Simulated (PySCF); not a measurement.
# Finite-field polarisability of B (boron, neutral)

[He] 2s2 2p1, 2P determinant. Computed with PySCF 2.14 in def2-QZVPPD (8s4p4d2f1g, 63 functions), with the non-relativistic Hamiltonian (point nucleus). Frozen: 1s2. Energy changes in a uniform field (μhartree):

```json
{"axis": "x", "F (au)": "0.0031", "HF": "-98.336", "MP2": "-81.274", "CCSD": "-88.223", "CCSD(T)": "-88.704"}
{"axis": "x", "F (au)": "0.0062", "HF": "-393.378", "MP2": "-326.053", "CCSD": "-353.087", "CCSD(T)": "-354.991"}
{"axis": "y", "F (au)": "0.0028", "HF": "-100.095", "MP2": "-96.337", "CCSD": "-95.509", "CCSD(T)": "-95.680"}
{"axis": "y", "F (au)": "0.0056", "HF": "-401.008", "MP2": "-386.003", "CCSD": "-382.794", "CCSD(T)": "-383.484"}
```

By symmetry the remaining axis equals x.

(1) Derive α along x at CCSD(T) from the two fields.

(2) And the mean polarisability at each level?

Results:

(1) With ΔE = −αF²/2 − γF⁴/24, α = −(16 ΔE(F) − ΔE(2F))/(6F²) = 18.46 bohr³.

(2) The components xx, yy, zz at CCSD(T) are 18.46, 24.39, 18.46, the third axis being equal by symmetry to one of the two computed. Means: HF 22.15, MP2 19.45, CCSD 20.35, CCSD(T) 20.44 bohr³. Reference: 20.5 ± 0.1 bohr³ (recommended; Schwerdtfeger and Nagle, table of static dipole polarizabilities (2023 update)).
